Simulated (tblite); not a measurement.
Record of a relaxation.

Compound: C6H9GeNSi.
SMILES with atom numbers: `[N:1]#[C:2][C:3]1=[C:4]([CH2:5][SiH3:6])[CH:7]=[CH:8][GeH2:9]1` (hydrogens: H10, H11 on C5; H12, H13, H14 on Si6; H15 on C7; H16 on C8; H17, H18 on Ge9)

Computed with GFN2-xTB (tblite), gas phase: L-BFGS steps from a force-field or distance-geometry start until the largest atomic force falls under 0.01 eV/Å. 10 of its 74 geometries are shown.

Step 0: E = -650.3864 eV, largest atomic force 2.997 eV/Å
```
atom  x, y, z in Å  |  force x, y, z in eV/Å
N1      0.338    3.163    1.074   -0.592  -1.010  -0.344
C2     -0.137    2.161    0.737    0.298  -0.405  -0.243
C3     -0.695    0.896    0.340    0.818   2.732   0.921
C4     -0.122    0.028   -0.494    0.863  -0.835  -0.793
C5      1.241    0.204   -1.083   -0.960   0.339  -1.257
Si6     2.555   -0.425    0.077    1.040  -0.215   1.040
C7     -0.902   -1.208   -0.716    0.355   0.470   0.079
C8     -2.067   -1.265   -0.082   -0.977  -1.359  -0.192
Ge9    -2.392    0.289    0.951   -1.184   0.618   0.979
H10     1.309   -0.362   -2.038   -0.089   0.337   0.438
H11     1.430    1.274   -1.319   -0.159  -0.587   0.194
H12     2.323   -1.853    0.356   -0.008   0.120  -0.056
H13     2.495    0.336    1.348   -0.023  -0.186  -0.311
H14     3.888   -0.252   -0.540   -0.283  -0.041   0.047
H15    -0.554   -2.010   -1.341    0.329   0.010  -0.206
H16    -2.752   -2.110   -0.147    0.372   0.096  -0.164
H17    -2.400    0.003    2.475   -0.227   0.264  -0.636
H18    -3.568    1.136    0.392    0.426  -0.351   0.504
```

Step 8: E = -650.6821 eV, largest atomic force 0.178 eV/Å
```
atom  x, y, z in Å  |  force x, y, z in eV/Å
N1      0.329    3.160    1.068    0.126   0.029  -0.049
C2     -0.077    2.147    0.703   -0.138   0.064   0.053
C3     -0.672    0.947    0.337    0.038   0.022   0.043
C4     -0.121    0.023   -0.491    0.101  -0.026  -0.039
C5      1.218    0.182   -1.102   -0.060   0.034  -0.010
Si6     2.580   -0.431    0.106   -0.014  -0.012  -0.005
C7     -0.908   -1.190   -0.697    0.076   0.001  -0.058
C8     -2.094   -1.303   -0.085    0.152  -0.011  -0.088
Ge9    -2.402    0.303    0.964   -0.074  -0.040   0.017
H10     1.290   -0.355   -2.048   -0.040  -0.064   0.031
H11     1.406    1.238   -1.304    0.019   0.015   0.012
H12     2.324   -1.852    0.355    0.013  -0.028   0.029
H13     2.490    0.335    1.348   -0.007  -0.024  -0.042
H14     3.876   -0.255   -0.547   -0.028   0.000  -0.003
H15    -0.497   -1.949   -1.345    0.039  -0.088  -0.061
H16    -2.724   -2.169   -0.197    0.018  -0.011  -0.022
H17    -2.472    0.059    2.432   -0.080   0.048   0.134
H18    -3.558    1.116    0.492   -0.140   0.091   0.061
```

Step 16: E = -650.7017 eV, largest atomic force 0.068 eV/Å
```
atom  x, y, z in Å  |  force x, y, z in eV/Å
N1      0.362    3.160    1.040    0.035   0.009  -0.029
C2     -0.089    2.155    0.707   -0.023   0.006   0.005
C3     -0.681    0.949    0.350    0.046   0.003  -0.020
C4     -0.116    0.034   -0.482    0.032  -0.022  -0.023
C5      1.217    0.186   -1.101   -0.039   0.016   0.014
Si6     2.576   -0.442    0.103   -0.011   0.013  -0.004
C7     -0.886   -1.189   -0.704    0.008   0.040  -0.002
C8     -2.074   -1.309   -0.101   -0.003  -0.014   0.001
Ge9    -2.418    0.293    0.967    0.002  -0.027  -0.012
H10     1.274   -0.368   -2.040   -0.012   0.019   0.035
H11     1.417    1.238   -1.309    0.017  -0.010  -0.004
H12     2.329   -1.862    0.365    0.001  -0.010   0.000
H13     2.484    0.329    1.339   -0.001  -0.007   0.005
H14     3.868   -0.257   -0.555    0.003  -0.015  -0.012
H15    -0.468   -1.946   -1.357   -0.010   0.048   0.047
H16    -2.696   -2.179   -0.222   -0.013  -0.013  -0.004
H17    -2.517    0.086    2.448    0.000  -0.035   0.029
H18    -3.589    1.127    0.542   -0.033  -0.002  -0.027
```

Step 24: E = -650.7043 eV, largest atomic force 0.044 eV/Å
```
atom  x, y, z in Å  |  force x, y, z in eV/Å
N1      0.388    3.165    1.012    0.008   0.012  -0.010
C2     -0.089    2.163    0.704   -0.004  -0.004  -0.004
C3     -0.686    0.957    0.358    0.013   0.006  -0.014
C4     -0.118    0.044   -0.476    0.010  -0.023  -0.010
C5      1.216    0.192   -1.096   -0.041   0.003   0.015
Si6     2.575   -0.444    0.104   -0.020   0.006  -0.009
C7     -0.886   -1.178   -0.699    0.034  -0.001   0.000
C8     -2.076   -1.310   -0.100    0.019   0.015  -0.008
Ge9    -2.425    0.289    0.970    0.006  -0.010  -0.011
H10     1.266   -0.366   -2.032   -0.005   0.017   0.020
H11     1.427    1.241   -1.310   -0.020  -0.012   0.019
H12     2.330   -1.864    0.365   -0.010  -0.014   0.001
H13     2.483    0.323    1.342    0.014  -0.003   0.003
H14     3.863   -0.269   -0.565    0.005  -0.001   0.000
H15    -0.457   -1.931   -1.348   -0.012   0.000   0.000
H16    -2.692   -2.184   -0.230    0.011   0.028   0.014
H17    -2.525    0.066    2.451   -0.005  -0.009  -0.009
H18    -3.603    1.113    0.537   -0.003  -0.010   0.005
```

Step 32: E = -650.7053 eV, largest atomic force 0.023 eV/Å
```
atom  x, y, z in Å  |  force x, y, z in eV/Å
N1      0.400    3.169    0.993   -0.001   0.010  -0.005
C2     -0.086    2.168    0.697   -0.004  -0.001  -0.004
C3     -0.688    0.962    0.359    0.003  -0.001   0.001
C4     -0.118    0.047   -0.471    0.001  -0.011  -0.007
C5      1.214    0.197   -1.090   -0.018   0.006  -0.001
Si6     2.573   -0.448    0.105   -0.005   0.004  -0.006
C7     -0.881   -1.177   -0.697    0.006  -0.004   0.000
C8     -2.071   -1.306   -0.100   -0.003  -0.005  -0.001
Ge9    -2.424    0.289    0.969   -0.009  -0.008   0.000
H10     1.260   -0.359   -2.027    0.015   0.016  -0.006
H11     1.421    1.246   -1.299    0.012   0.000   0.006
H12     2.323   -1.868    0.363   -0.012  -0.010   0.001
H13     2.491    0.318    1.344    0.007  -0.001   0.010
H14     3.858   -0.276   -0.568    0.015  -0.002  -0.005
H15    -0.452   -1.929   -1.346    0.000  -0.001   0.005
H16    -2.688   -2.179   -0.229   -0.003  -0.004   0.002
H17    -2.530    0.051    2.447    0.002   0.005   0.007
H18    -3.610    1.101    0.537   -0.005   0.008   0.002
```

Step 41: E = -650.7061 eV, largest atomic force 0.020 eV/Å
```
atom  x, y, z in Å  |  force x, y, z in eV/Å
N1      0.401    3.175    0.966   -0.004   0.009   0.004
C2     -0.089    2.171    0.686   -0.013   0.001  -0.002
C3     -0.691    0.963    0.358    0.002   0.002  -0.006
C4     -0.118    0.047   -0.470    0.009  -0.011  -0.005
C5      1.215    0.205   -1.085   -0.012   0.008  -0.001
Si6     2.573   -0.453    0.104   -0.009   0.003  -0.005
C7     -0.878   -1.179   -0.693    0.005   0.006  -0.007
C8     -2.070   -1.308   -0.100    0.001   0.000   0.002
Ge9    -2.428    0.287    0.969   -0.001   0.000   0.002
H10     1.268   -0.334   -2.031   -0.010  -0.006   0.007
H11     1.424    1.258   -1.278    0.000   0.008   0.010
H12     2.303   -1.870    0.359    0.001  -0.020   0.000
H13     2.509    0.305    1.348   -0.004   0.007   0.011
H14     3.858   -0.288   -0.571    0.012  -0.011  -0.009
H15    -0.446   -1.933   -1.340    0.000   0.003   0.005
H16    -2.687   -2.182   -0.226    0.009  -0.005  -0.003
H17    -2.533    0.046    2.447    0.008   0.005   0.001
H18    -3.618    1.096    0.543    0.008   0.002  -0.003
```

Step 49: E = -650.7066 eV, largest atomic force 0.030 eV/Å
```
atom  x, y, z in Å  |  force x, y, z in eV/Å
N1      0.390    3.184    0.949   -0.007   0.011   0.002
C2     -0.099    2.179    0.675   -0.007   0.006   0.014
C3     -0.697    0.966    0.356    0.001   0.006  -0.008
C4     -0.119    0.051   -0.469    0.014  -0.018   0.019
C5      1.216    0.214   -1.078   -0.006  -0.001  -0.004
Si6     2.571   -0.462    0.104   -0.010  -0.002  -0.009
C7     -0.874   -1.179   -0.691   -0.004   0.003  -0.007
C8     -2.066   -1.312   -0.100    0.002   0.001   0.011
Ge9    -2.428    0.284    0.969   -0.003   0.000  -0.003
H10     1.267   -0.315   -2.030    0.009   0.001  -0.006
H11     1.424    1.270   -1.256    0.010  -0.004  -0.006
H12     2.292   -1.879    0.353   -0.002  -0.002   0.004
H13     2.517    0.295    1.351    0.000  -0.008  -0.008
H14     3.857   -0.313   -0.577   -0.006  -0.002   0.002
H15    -0.440   -1.934   -1.334    0.011   0.009  -0.001
H16    -2.677   -2.189   -0.227    0.001   0.006   0.007
H17    -2.525    0.049    2.449    0.000  -0.001  -0.006
H18    -3.616    1.097    0.544   -0.005  -0.005   0.000
```

Step 57: E = -650.7074 eV, largest atomic force 0.029 eV/Å
```
atom  x, y, z in Å  |  force x, y, z in eV/Å
N1      0.355    3.212    0.930   -0.010   0.010   0.013
C2     -0.121    2.197    0.667    0.017   0.008  -0.012
C3     -0.702    0.975    0.353    0.004   0.005  -0.007
C4     -0.115    0.059   -0.464   -0.008  -0.004  -0.002
C5      1.219    0.225   -1.073    0.002   0.001   0.006
Si6     2.566   -0.484    0.097    0.023  -0.009   0.016
C7     -0.861   -1.176   -0.683   -0.016   0.000  -0.017
C8     -2.054   -1.316   -0.093   -0.004   0.013   0.000
Ge9    -2.429    0.283    0.967   -0.001  -0.017   0.001
H10     1.269   -0.286   -2.035   -0.010   0.000   0.001
H11     1.434    1.282   -1.230    0.015   0.004  -0.013
H12     2.269   -1.898    0.347   -0.009   0.013  -0.008
H13     2.529    0.270    1.347    0.002  -0.010  -0.006
H14     3.852   -0.355   -0.587   -0.007   0.000   0.002
H15    -0.419   -1.924   -1.327   -0.002  -0.017   0.008
H16    -2.662   -2.196   -0.218    0.021   0.012   0.003
H17    -2.514    0.052    2.446   -0.013   0.000   0.015
H18    -3.623    1.087    0.544   -0.007  -0.009  -0.001
```

Step 65: E = -650.7083 eV, largest atomic force 0.015 eV/Å
```
atom  x, y, z in Å  |  force x, y, z in eV/Å
N1      0.312    3.244    0.918    0.005   0.000   0.005
C2     -0.139    2.218    0.656   -0.006   0.006  -0.001
C3     -0.705    0.987    0.348   -0.001   0.001  -0.003
C4     -0.111    0.071   -0.463   -0.005  -0.002  -0.004
C5      1.225    0.236   -1.068   -0.002   0.002  -0.002
Si6     2.563   -0.508    0.091    0.010  -0.003   0.011
C7     -0.850   -1.170   -0.679   -0.002  -0.007   0.010
C8     -2.041   -1.315   -0.089   -0.001   0.000   0.011
Ge9    -2.427    0.284    0.968   -0.002  -0.011  -0.005
H10     1.268   -0.260   -2.039    0.005  -0.009  -0.002
H11     1.453    1.292   -1.210   -0.001   0.009  -0.006
H12     2.238   -1.916    0.337   -0.003   0.007  -0.012
H13     2.543    0.239    1.345    0.006  -0.005  -0.001
H14     3.848   -0.398   -0.598   -0.006  -0.002   0.005
H15    -0.401   -1.922   -1.315   -0.002   0.004  -0.003
H16    -2.640   -2.201   -0.207    0.007   0.005  -0.002
H17    -2.511    0.054    2.449   -0.003   0.002  -0.002
H18    -3.634    1.068    0.544    0.000   0.001  -0.001
```

Step 73: E = -650.7085 eV, largest atomic force 0.007 eV/Å
```
atom  x, y, z in Å  |  force x, y, z in eV/Å
N1      0.304    3.250    0.920    0.000  -0.002  -0.002
C2     -0.145    2.224    0.654    0.002  -0.002   0.006
C3     -0.708    0.992    0.345    0.000   0.000  -0.001
C4     -0.111    0.075   -0.464   -0.005  -0.002   0.000
C5      1.226    0.239   -1.068   -0.004   0.002   0.001
Si6     2.562   -0.511    0.090    0.005  -0.002   0.003
C7     -0.846   -1.168   -0.676   -0.002  -0.005   0.002
C8     -2.036   -1.316   -0.084   -0.005   0.002  -0.005
Ge9    -2.427    0.283    0.968    0.005   0.004  -0.002
H10     1.270   -0.258   -2.038   -0.003  -0.001   0.001
H11     1.456    1.295   -1.210    0.000   0.004  -0.001
H12     2.228   -1.919    0.328   -0.001   0.003  -0.002
H13     2.550    0.231    1.347    0.000  -0.004  -0.002
H14     3.848   -0.408   -0.599   -0.001   0.002   0.001
H15    -0.398   -1.920   -1.313    0.006   0.001  -0.002
H16    -2.634   -2.203   -0.204    0.003  -0.003   0.005
H17    -2.513    0.057    2.449    0.001   0.003   0.003
H18    -3.636    1.064    0.543   -0.002   0.000  -0.004
```

Q: Summarise the path.

A: The energy falls by 0.3221 eV from step 0 to step 73; nine tenths of that is first reached at step 8. It falls at every step. The largest force goes from 2.997 to 0.007 eV/Å. Among the bonds C8–Ge9 changes most, from 1.894 to 1.953 Å; the atoms move by 0.122 Å rms after alignment.

Q: Follow the three bonds and two angles with the largest change from start to end.

A: 
| step | E above end (eV) | largest force (eV/Å) | C8–Ge9 (Å) | C5–Si6 (Å) | C3–Ge9 (Å) | H17–Ge9–H18 (°) | C4–C7–H15 (°) |
| --- | --- | --- | --- | --- | --- | --- | --- |
| 0 | 0.3221 | 2.997 | 1.894 | 1.862 | 1.903 | 116.8 | 122.7 |
| 3 | 0.1000 | 0.932 | 1.946 | 1.935 | 1.965 | 118.3 | 121.6 |
| 6 | 0.0417 | 0.409 | 1.942 | 1.919 | 1.945 | 114.6 | 119.1 |
| 10 | 0.0170 | 0.276 | 1.947 | 1.924 | 1.959 | 109.5 | 117.5 |
| 13 | 0.0094 | 0.102 | 1.958 | 1.920 | 1.961 | 108.2 | 118.1 |
| 16 | 0.0068 | 0.068 | 1.955 | 1.922 | 1.957 | 107.8 | 118.2 |
| 19 | 0.0058 | 0.034 | 1.953 | 1.921 | 1.959 | 107.7 | 118.1 |
| 22 | 0.0048 | 0.047 | 1.956 | 1.920 | 1.961 | 108.1 | 117.8 |
| 25 | 0.0040 | 0.038 | 1.955 | 1.922 | 1.961 | 108.3 | 117.7 |
| 29 | 0.0034 | 0.030 | 1.953 | 1.920 | 1.961 | 108.3 | 117.9 |
| 32 | 0.0032 | 0.023 | 1.953 | 1.921 | 1.960 | 108.3 | 117.9 |
| 35 | 0.0030 | 0.025 | 1.953 | 1.922 | 1.961 | 108.2 | 117.8 |
| 38 | 0.0026 | 0.022 | 1.954 | 1.921 | 1.962 | 108.1 | 117.9 |
| 41 | 0.0024 | 0.020 | 1.953 | 1.921 | 1.961 | 108.1 | 117.9 |
| 44 | 0.0022 | 0.019 | 1.953 | 1.921 | 1.960 | 108.1 | 118.0 |
| 48 | 0.0019 | 0.027 | 1.954 | 1.921 | 1.960 | 108.2 | 118.1 |
| 51 | 0.0017 | 0.029 | 1.954 | 1.922 | 1.959 | 108.3 | 118.0 |
| 54 | 0.0015 | 0.039 | 1.955 | 1.920 | 1.960 | 108.4 | 117.9 |
| 57 | 0.0010 | 0.029 | 1.955 | 1.920 | 1.958 | 108.4 | 117.8 |
| 60 | 0.0006 | 0.042 | 1.953 | 1.922 | 1.959 | 108.3 | 117.7 |
| 63 | 0.0003 | 0.020 | 1.953 | 1.921 | 1.961 | 108.3 | 117.8 |
| 67 | 0.0001 | 0.023 | 1.954 | 1.921 | 1.960 | 108.2 | 117.9 |
| 70 | 0.0000 | 0.010 | 1.953 | 1.921 | 1.961 | 108.2 | 117.9 |
| 73 | 0.0000 | 0.007 | 1.953 | 1.921 | 1.961 | 108.2 | 117.9 |

The cost below is that of the whole relaxation. The run took 0.69 s wall on one thread of an Arm Neoverse V1, shared host with 32 logical CPUs at a one-minute load of 21.
